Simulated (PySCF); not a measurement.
InH2F, SMILES [InH2][F]. Atoms are numbered in the order given.

```xyz
4

In     0.0000     0.0000     0.2755
H      0.0000     1.5988     0.8496
H      0.0000    -1.5988     0.8496
F      0.0000     0.0000    -1.6887
```

Coordinates come from a r2SCAN-D4/def2-TZVP optimisation. The def2 effective core potentials stand for the cores of In; spin–orbit coupling is left out.

The numbers are results of r2SCAN/def2-TZVPD run with PySCF, not measurements.

Isolated molecule, no solvent.

The total energy is -291.26107 hartree, the point group comes out as C2v and the highest occupied level is -7.69 eV. The lowest empty level is -2.26 eV and the orbital gap is 5.43 eV. The dipole moment comes out as 3.10 D and the quadrupole, principal values (traceless, Buckingham form, about the centre of nuclear charge) comes out as -6.98, -0.74, 7.72 D·Å. The mean static polarisability is 37.5 bohr³ (5.55 Å³) and the polarisability, principal values is 29.8, 38.6, 44.0 bohr³.
